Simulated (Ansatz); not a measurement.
Input for Ansatz (development build ahead of 0.2.0):

```yaml
crystal:
  periodic: [false, false, false]
  atoms:
    - { symbol: Mg, position_ang: [-0.93908, -0.92942, -0.93066] }
    - { symbol: O, position_ang: [-1.02362, -1.01024, 1.02042] }
    - { symbol: O, position_ang: [-1.02727, 1.01708, -1.01372] }
    - { symbol: Mg, position_ang: [-0.9399, 0.94078, 0.92819] }
    - { symbol: O, position_ang: [1.01467, -1.02684, -1.02339] }
    - { symbol: Mg, position_ang: [0.94378, -0.93292, 0.93083] }
    - { symbol: Mg, position_ang: [0.93738, 0.9382, -0.94682] }
    - { symbol: O, position_ang: [1.02891, 1.01813, 1.01968] }
basis:
  gaussian: { orbitals: STO-3G }
hamiltonian:
  xc: hf
correlation:
  method: mp2
  frozen_orbitals: { Mg: 1, O: 1 }
```

The input is written out in the form of the current development build from the run's settings.

Output:

* Converged: yes
* Reference energy: -1084.09056 hartree
* Correlation energy: -0.36382 hartree
* Total energy: -1084.45438 hartree
* Spin squared of the determinant: 0.000
